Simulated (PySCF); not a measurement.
C2H4NO, SMILES O=C[N]C, multiplicity 2. Atoms are numbered in the order given.

```xyz
8

C     -1.4419    -0.2568     0.0924
N     -0.3154    -0.2683    -0.7745
C      0.9196    -0.0551    -0.2200
O      1.1115     0.6369     0.7616
H     -2.2282     0.3953    -0.3224
H     -1.8764    -1.2756     0.0975
H     -1.1976     0.0355     1.1277
H      1.7522    -0.5009    -0.8079
```
Charge 0, spin multiplicity 2.

Coordinates come from a PBE0-D3(BJ)/def2-SVP optimisation. The isomer is the one that the SMILES or the coordinates give; other isomers of the formula were not compared. One conformer was computed; it need not be the lowest.

Level of theory: PySCF with CAM-B3LYP/def2-TZVPD.

Gas-phase values at a fixed geometry.

Computed frontier levels, dipole moment and polarisability:
```yaml
"α spin, highest occupied and lowest empty level": -9.66 and 0.59 eV
"β spin, highest occupied and lowest empty level": -9.40 and -2.89 eV
dipole_moment: 2.10 D
quadrupole, principal values (traceless, Buckingham form, about the centre of nuclear charge): -7.68, 1.35, 6.33 D·Å
mean_static_polarisability: 39.3 bohr³ (5.82 Å³)
polarisability_principal_values: 29.1, 39.5, 49.4 bohr³
"⟨S²⟩": 0.765 (pure state 0.75)
```
